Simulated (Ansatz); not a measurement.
Frontier orbitals of CH₇BO₄.

| atom | x (Å) | y (Å) | z (Å) |
| --- | --- | --- | --- |
| C1 | -1.627 | 0.839 | -1.077 |
| O2 | -1.477 | -0.122 | -0.041 |
| B3 | 1.667 | -0.419 | 0.830 |
| O4 | 3.004 | -0.440 | 1.101 |
| O5 | 1.163 | -1.299 | -0.099 |
| O6 | 0.905 | 0.495 | 1.502 |
| H7 | -2.067 | 0.394 | -1.974 |
| H8 | -0.628 | 1.201 | -1.318 |
| H9 | -2.238 | 1.686 | -0.752 |
| H10 | -2.339 | -0.462 | 0.208 |
| H11 | 3.450 | -1.112 | 0.582 |
| H12 | 0.210 | -1.196 | -0.215 |
| H13 | -0.024 | 0.433 | 1.253 |

Charge 0, multiplicity 1. The bonds changed during the relaxation, so this is another structure than the one it started from. The geometry is a stationary point of PBE0-D4/def2-TZVP. It is one conformer, not always the lowest. Basis def2-TZVPP, Ansatz 0.2.0.

Orbital energies of one run (eV). Highest occupied ones, from the top: -10.35, -10.46, -10.80, -11.21, -11.80, -12.30, -12.84, -13.54, -14.71, -14.99, -15.20, -16.77, -17.20, -17.84. Empty: 0.75, 2.01, 2.18, 3.20, 3.44, 3.47.

(1) Which functional gave them?
A. r2SCAN
B. revPBE
C. PBE0
D. BHLYP

## Answers

(1) D. HOMO energies: BHLYP -10.35, revPBE -6.84, PBE0 -8.66, r2SCAN -7.32 eV.
